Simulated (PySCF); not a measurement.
**Pt⁶⁸⁺: ionisation energy**

Pt⁶⁸⁺ [Ne] → Pt⁶⁹⁺ [He] 2s2 2p5 [2p1/2^2 2p3/2^3, M_J = 3/2], as a difference of total energies. Calculation: PySCF 2.14, in an even-tempered Gaussian basis (16 s from 54 bohr⁻², ratio 2.4; 13 p from 70 bohr⁻², ratio 2.4; 5 d from 250 bohr⁻², ratio 2.6; 4 f from 370 bohr⁻², ratio 2.6); the two-component X2C-1e Hamiltonian. Correlated levels: nothing frozen; the 28 highest virtual spinors dropped. "Screened" scales the spin-orbit matrix elements by Boettger's factors to mimic the two-electron term; Breit and QED terms are absent.

| method | ionisation energy (eV) |
| --- | --- |
| GHF (spin-free) | 18063.6 |
| GMP2 (spin-free) | 18065.3 |
| GHF (screened spin-orbit) | 17559.3 |
| GMP2 (screened spin-orbit) | 17560.9 |

For this ion Breit and QED terms and the two-electron picture change, all absent here, outweigh the correlation shift from GHF to GMP2.

The spin-free rows lack the spin-orbit shift.

For comparison: 17540 ± 50 eV (theoretical estimate listed by NIST; NIST Atomic Spectra Database, ionization energies).
